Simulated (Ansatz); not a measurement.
Reaction (germylene loss): `[AlH2][SiH2][GeH3]` → `[AlH2][SiH3]` + `[GeH2]`

Gas-phase electronic energies from Ansatz, PBE0-D4/def2-TZVP geometries. CCSD(T)/CBS adds triple-zeta CCSD(T) − MP2 to the extrapolated MP2 energy (def2 sets, frozen cores). This one scheme is used for every species. DFT in def2-TZVPP. B3LYP here is the variant with VWN-RPA as its local correlation; programs differ in this. For Ge outer-core shells are correlated without core-valence functions, which leaves a few kJ/mol of doubt a bond. Scalar relativity is left out up to krypton.

`[AlH2][SiH2][GeH3]`:

```xyz
10

Al    1.466   -0.654    1.562
Si   -0.358   -0.949   -0.039
Ge   -0.823    1.133   -1.113
H     2.974   -0.824    1.096
H     1.155   -0.224    3.059
H    -1.625   -1.398    0.608
H    -0.026   -1.929   -1.114
H    -1.970    1.005   -2.130
H    -1.217    2.197   -0.072
H     0.425    1.644   -1.855
```

`[AlH2][SiH3]`:

Cartesian coordinates in Å:
```
Al 0.884 0.782 0.769
Si -0.640 -0.589 -0.587
H 2.437 0.864 0.445
H 0.310 1.606 2.000
H -1.320 -1.611 0.261
H -1.713 0.256 -1.189
H 0.042 -1.308 -1.699
```

`[GeH2]`:

```xyz
3

Ge   -0.483   -0.076   -0.565
H     1.091   -0.269   -0.402
H    -0.609    0.346    0.967
```

```csv
level,ΔE (eV),difference from CCSD(T)/CBS
PBE-D4,2.09,0.05
revPBE-D4,1.99,-0.05
BLYP-D4,1.76,-0.28
BHLYP-D4,1.96,-0.08
PBE-QIDH,2.24,0.20
PBE0,2.10,0.06
B3LYP,1.74,-0.30
r2SCANh,2.20,0.16
CAM-B3LYP,1.87,-0.17
HF/def2-SVP,1.67,-0.37
MP2/def2-SVP,2.12,0.08
CCSD/def2-SVP,1.88,-0.16
HF/def2-QZVPP,1.62,-0.42
SCS-MP2/def2-QZVPP,2.02,-0.02
MP2/CBS(def2),2.20,0.16
CCSD/CBS(def2),1.98,-0.06
CCSD(T)/CBS,2.04,0
```

Largest T1 diagnostic among the species: 0.012.

At CCSD(T), def2-SVP lies −0.12 eV from the extrapolated value and def2-TZVPP +0.02 eV. From PBE to PBE0 (25 % exact exchange), in def2-TZVPP and without D4, ΔE moves by +0.09 eV.
